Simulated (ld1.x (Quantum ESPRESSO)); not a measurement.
**iron (Fe): variants of one PAW potential**

Base potential:

ld1.x (Quantum ESPRESSO) 7.5 input, shortened:

```
&input
   title='Fe', zed=26., rel=1, dft='PBE', iswitch=3,
   config='[Ar] 3d6 4s0.5 4p0'
 /
 &inputp
   pseudotype=3, lpaw=.true., tm=.true., lloc=-1, rcloc=1.75,
   nlcc=.true., new_core_ps=.true., rcore=0.50,
   which_augfun='BESSEL', rmatch_augfun=0.55
 /
6
4S  1  0   0.50   0.00  2.35  2.55  0.0
4S  1  0   0.00  -0.25  2.35  2.55  0.0
4P  2  1   0.00   0.00  2.65  3.05  0.0
4P  2  1   0.00   4.50  2.65  3.05  0.0
3D  3  2   6.00   0.00  0.75  0.90  0.0
3D  3  2   0.00   1.45  0.75  0.90  0.0
 &test
   configts(1)='3d6 4s0.5 4p0'
 /
```

All-electron outer shells of the reference configuration (PBE, scalar-relativistic, ld1.x):

```tsv
shell	level (eV)	outermost node (bohr)	outermost maximum (bohr)
3p	-73.39	0.30	0.72
3d	-20.69	–	0.71
4s	-16.17	1.00	2.24
4p	-10.74	1.09	2.70
```

Cutoffs, loose and tight: the cutoffs (Ry, on a coarse ladder) from which the occupation-weighted sum of valence levels, in a spherical-Bessel basis at the reference potential, stays within 10 and 1 mRy of its value at 400 Ry. They do not see the model core or the augmentation charge, which bear on the density cutoff. Test errors are all-electron minus pseudo excitation energies from the reference, over the configurations 3d6 4s2 4p0; 3d6 4s1 4p0; 3d6 4s0 4p0; 3d7 4s0 4p0; 3d6 4s1 4p1; 3d7 4s1 4p0; 3d4 4s0 4p0. A dash means not determined; rows that change the core or the reference have their own tests. The largest error is taken over the tests solved by every variant that gives reliable tests at all: 3d6 4s0 4p0; 3d6 4s1 4p0; 3d6 4s1 4p1; 3d6 4s2 4p0; 3d7 4s0 4p0.

A true bound ghost makes a file unfit for plane-wave use even where its test errors are small: the radial tests pick states by their node count and pass the ghost by.

```csv
change,outcome,"cutoff, loose","cutoff, tight",bound ghosts,largest test error (meV)
base,generated,140 Ry,230 Ry,none,-91
"all radii but the core radius scaled by about 0.81 (s 2.06, p 2.46, d 0.72 bohr, rcut 1.90/2.14/0.60); local potential all-electron potential smoothed inside 1.42 bohr (lloc = -1); augmentation BESSEL, radius 0.44 bohr",generated,200 Ry,over 300 Ry,s,-93
"all radii but the core radius scaled by about 0.89 (s 2.26, p 2.70, d 0.80 bohr, rcut 2.08/2.34/0.66); local potential all-electron potential smoothed inside 1.54 bohr (lloc = -1); augmentation BESSEL, radius 0.48 bohr",generated,180 Ry,300 Ry,none,-92
"all radii but the core radius scaled by about 1.10 (s 2.82, p 3.36, d 1.00 bohr, rcut 2.60/2.92/0.82); local potential all-electron potential smoothed inside 1.92 bohr (lloc = -1); augmentation BESSEL, radius 0.60 bohr",generated,110 Ry,180 Ry,none,test run stopped at test 1 of 7 (negative rho)
"all radii but the core radius scaled by about 1.25 (s 3.18, p 3.80, d 1.12 bohr, rcut 2.94/3.30/0.94); local potential all-electron potential smoothed inside 2.18 bohr (lloc = -1); augmentation BESSEL, radius 0.68 bohr",generated,90 Ry,140 Ry,none,test run stopped at test 1 of 7 (negative rho)
"all radii but the core radius scaled by about 1.38 (s 3.52, p 4.22, d 1.24 bohr, rcut 3.26/3.66/1.04); local potential all-electron potential smoothed inside 2.42 bohr (lloc = -1); augmentation BESSEL, radius 0.76 bohr",generated,70 Ry,120 Ry,p,test run stopped at test 1 of 7 (negative rho)
```

Reading the sweep of the scale of all radii but the core radius (base = 1) (base included, trends over the rows without a ghost): The loose cutoff falls from 180 Ry at 0.89 to 90 Ry at 1.25. A larger radius leaves more room for a smooth pseudo-wave, so fewer plane waves are needed; a smaller one forces it to follow the all-electron wave where it bends sharply. Bound ghosts are found at 0.81, 1.38.
